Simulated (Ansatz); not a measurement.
Relaxation of the cluster Al₂Cu₃⁺ with RKS r2SCAN-D4/def2-SVP.

```sh
$ ansatz run in.yaml --threads 4 --pin off --events-out ev --progress --plain --max-ram 4787MiB
```

```yaml
crystal:
  periodic: [false, false, false]
  atoms:
    - {symbol: Al, position_ang: [0.045880, -1.760990, -0.095850]}
    - {symbol: Al, position_ang: [-0.467460, -0.019820, 1.700450]}
    - {symbol: Cu, position_ang: [0.189610, 0.813000, -0.731860]}
    - {symbol: Cu, position_ang: [2.284020, 0.516990, 0.145320]}
    - {symbol: Cu, position_ang: [-2.052040, 0.450820, -1.018050]}
basis:
  gaussian: {orbitals: def2-SVP}
total_charge: 1
hamiltonian: {xc: r2scan, dispersion: d4}
scf: {lower_state_search: "off"}
output: {orbitals: {seedname: orbitals}}
relax: {f_tol: 0.02, max_steps: 100}
```

Hardware: 4 threads of Arm Neoverse V1 on a shared host. Wall time 27 s.

Positions (Å) and forces (eV/Å) at steps 1, 2, 3, 4, 5, 6, 7 of 7:

```xyz
5
step=1 energy=-147085.0289 eV
Al    0.046   -1.761   -0.096    0.128    1.155   -0.543
Al   -0.467   -0.020    1.700    0.279    0.637   -1.076
Cu    0.190    0.813   -0.732   -0.170   -0.777    0.702
Cu    2.284    0.517    0.145   -0.782   -0.512    0.274
Cu   -2.052    0.451   -1.018    0.545   -0.504    0.643
5
step=2 energy=-147085.7480 eV
Al    0.077   -1.613   -0.219    0.073    0.630   -0.297
Al   -0.434    0.117    1.567    0.155    0.349   -0.585
Cu    0.182    0.780   -0.703    0.002   -0.011    0.010
Cu    2.200    0.391    0.243   -0.658   -0.490    0.288
Cu   -2.025    0.325   -0.889    0.429   -0.478    0.584
5
step=3 energy=-147086.2121 eV
Al    0.098   -1.536   -0.284    0.050    0.540   -0.206
Al   -0.410    0.190    1.499    0.137    0.249   -0.504
Cu    0.200    0.871   -0.786    0.040    0.162   -0.146
Cu    2.067    0.267    0.327   -0.545   -0.482    0.312
Cu   -1.956    0.208   -0.756    0.318   -0.469    0.543
5
step=4 energy=-147086.5889 eV
Al    0.113   -1.454   -0.337    0.065    0.116   -0.264
Al   -0.387    0.251    1.424    0.018    0.279   -0.095
Cu    0.219    0.957   -0.865    0.061    0.253   -0.228
Cu    1.935    0.150    0.404   -0.304   -0.325    0.229
Cu   -1.879    0.096   -0.626    0.161   -0.323    0.358
5
step=5 energy=-147086.7296 eV
Al    0.138   -1.408   -0.438   -0.024    0.106    0.076
Al   -0.379    0.358    1.386    0.028   -0.072   -0.108
Cu    0.233    1.015   -0.917    0.008    0.042   -0.039
Cu    1.860    0.044    0.485   -0.177   -0.040   -0.011
Cu   -1.852   -0.009   -0.517    0.165   -0.036    0.082
5
step=6 energy=-147086.7349 eV
Al    0.138   -1.403   -0.436    0.003   -0.033   -0.005
Al   -0.378    0.356    1.381   -0.008    0.003    0.032
Cu    0.238    1.037   -0.936    0.006    0.025   -0.022
Cu    1.818    0.031    0.486    0.116    0.004    0.029
Cu   -1.815   -0.021   -0.495   -0.116    0.001   -0.034
5
step=7 energy=-147086.7366 eV
Al    0.137   -1.402   -0.435    0.000    0.001    0.001
Al   -0.378    0.355    1.380    0.000   -0.001   -0.001
Cu    0.237    1.033   -0.933    0.000    0.002   -0.002
Cu    1.832    0.033    0.488    0.004   -0.001    0.002
Cu   -1.829   -0.019   -0.501   -0.004   -0.001    0.000
```

The relaxation made no stability test and no search for a lower SCF solution. The structure comes from a short search, and lower isomers may exist.
